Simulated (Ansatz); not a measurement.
Consider the substitution at a C–Si bond: `C[SiH](F)[SiH2]S` + `O[SiH2]N[SiH2]Cl` → `CN([SiH2]O)[SiH2]Cl` + `F[SiH2][SiH2]S`.

Program: Ansatz. Geometries: PBE0-D4/def2-TZVP. ΔE: electronic, gas phase. CCSD(T)/CBS is the MP2 limit (def2-TZVPP, def2-QZVPP) plus CCSD(T) − MP2 in def2-TZVPP, frozen cores. DFT in def2-TZVPP. B3LYP here is the variant with VWN-RPA as its local correlation; programs differ in this. One conformer a species, not always the lowest.

```json
{"level": "PBE-D4", "ΔE (kJ/mol)": "93.1", "difference from CCSD(T)/CBS": "-3.5"}
{"level": "PBE0-D4", "ΔE (kJ/mol)": "95.3", "difference from CCSD(T)/CBS": "-1.3"}
{"level": "B3LYP-D4", "ΔE (kJ/mol)": "91.3", "difference from CCSD(T)/CBS": "-5.3"}
{"level": "ωB97M-V", "ΔE (kJ/mol)": "96.1", "difference from CCSD(T)/CBS": "-0.5"}
{"level": "r2SCAN", "ΔE (kJ/mol)": "99.6", "difference from CCSD(T)/CBS": "3.0"}
{"level": "PBE0", "ΔE (kJ/mol)": "98.8", "difference from CCSD(T)/CBS": "2.2"}
{"level": "MP2/def2-TZVPP", "ΔE (kJ/mol)": "96.7", "difference from CCSD(T)/CBS": "0.1"}
{"level": "SCS-MP2/def2-TZVPP", "ΔE (kJ/mol)": "92.9", "difference from CCSD(T)/CBS": "-3.7"}
{"level": "CCSD/def2-TZVPP", "ΔE (kJ/mol)": "94.9", "difference from CCSD(T)/CBS": "-1.7"}
{"level": "CCSD(T)/def2-TZVPP", "ΔE (kJ/mol)": "93.9", "difference from CCSD(T)/CBS": "-2.7"}
{"level": "HF/def2-QZVPP", "ΔE (kJ/mol)": "96.5", "difference from CCSD(T)/CBS": "-0.1"}
{"level": "MP2/def2-QZVPP", "ΔE (kJ/mol)": "98.4", "difference from CCSD(T)/CBS": "1.8"}
{"level": "SCS-MP2/def2-QZVPP", "ΔE (kJ/mol)": "94.8", "difference from CCSD(T)/CBS": "-1.8"}
{"level": "HF/CBS(def2)", "ΔE (kJ/mol)": "96.6", "difference from CCSD(T)/CBS": "0.0"}
{"level": "MP2/CBS(def2)", "ΔE (kJ/mol)": "99.5", "difference from CCSD(T)/CBS": "2.9"}
{"level": "CCSD/CBS(def2)", "ΔE (kJ/mol)": "97.7", "difference from CCSD(T)/CBS": "1.1"}
{"level": "CCSD(T)/CBS", "ΔE (kJ/mol)": "96.6", "difference from CCSD(T)/CBS": "0"}
```

Largest T1 diagnostic among the species: 0.012.

The D4 term adds −6.7 kJ/mol with B3LYP and −3.5 kJ/mol with PBE0; it sums over pairs of atoms, weighted by their polarisabilities, and B3LYP, whose exchange is more repulsive, gets the larger term.
